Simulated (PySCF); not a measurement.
C5H8NO (doublet state).
Atom-mapped SMILES: `[CH2:1][C:2](=[CH2:3])[NH:4][C:5]([CH3:6])=[O:7]` (hydrogens: H8, H9 on C1; H10, H11 on C3; H12 on N4; H13, H14, H15 on C6)

Geometry (GFN2-xTB, Å), atoms numbered from 1 in this order:
```
atom  x, y, z in Å
C1    -1.0403    0.7423   -2.0046
C2    -0.9094   -0.0248   -0.8633
C3    -1.8317   -0.9843   -0.5064
N4     0.2277    0.2259   -0.0739
C5     0.6252   -0.3606    1.0910
C6     1.9288    0.2251    1.6026
O7     0.0290   -1.2412    1.6648
H8    -0.3151    1.4889   -2.2745
H9    -1.8808    0.6092   -2.6566
H10   -2.6888   -1.1498   -1.1312
H11   -1.7160   -1.5715    0.3823
H12    0.8279    0.9512   -0.4400
H13    2.7211    0.0751    0.8720
H14    1.8165    1.2918    1.7858
H15    2.2015   -0.2692    2.5301
```

The hyperfine couplings belong to this conformer and change with its torsions.

Computed, not measured: UKS B3LYP, pcH-1 on C H N O, non-relativistic, mean-field spin-orbit, GIAO in PySCF 2.14.0. Isolated species at its GFN2-xTB geometry (one conformer only). Couplings are sensitive to structure, and on GFN2-xTB geometries they can be far from those on DFT ones. The SCF solution wasn't tested for stability. ⟨S²⟩ is 0.779 where a pure state has 0.75.

Problem. Where do the isotropic ENDOR lines of N4, H11, H8, H9, H10 and H13/H14/H15 fall at 344.9 mT, to first order?

Solution. For S = 1/2 in fast tumbling each set of equivalent nuclei gives two lines, ν± = |νn ± a/2| to first order, with νn = g_N μN B/h and μN/h = 7.62259 MHz/T.

```tsv
nuclei	isotope	g_N	νn (MHz)	a_iso (MHz)	lower line (MHz)	upper line (MHz)
N4	14N	0.4038	1.06	0.63	0.75	1.37
H11	1H	5.5857	14.68	-43.53	7.08	36.45
H8	1H	5.5857	14.68	-42.16	6.39	35.76
H9	1H	5.5857	14.68	-41.20	5.92	35.29
H10	1H	5.5857	14.68	-39.99	5.31	34.68
H13/H14/H15	1H	5.5857	14.68	-0.80	14.28	15.08
```

Problem. Which pairs are centred on the nuclear Larmor frequency, and which on half the coupling?

Solution. Centred on νn, since |a| < 2νn: N4 and H13/H14/H15. Centred on |a|/2 and split by 2νn: H11, H8, H9 and H10.

Problem. At what field would the lower line of H9 fall to zero frequency?

Solution. Where νn = |a|/2, that is B = 20.60 MHz/(5.5857 × 7.62259 MHz/T) = 484 mT, as far as first order holds there.

Means are taken over nuclei equivalent by connectivity, which assumes that they swap fast. H8 and H9 aren't averaged: C1 is flat or nearly so (angle sum 360°), and its turn about the short C1–C2 bond (1.38 Å) is taken as slow.
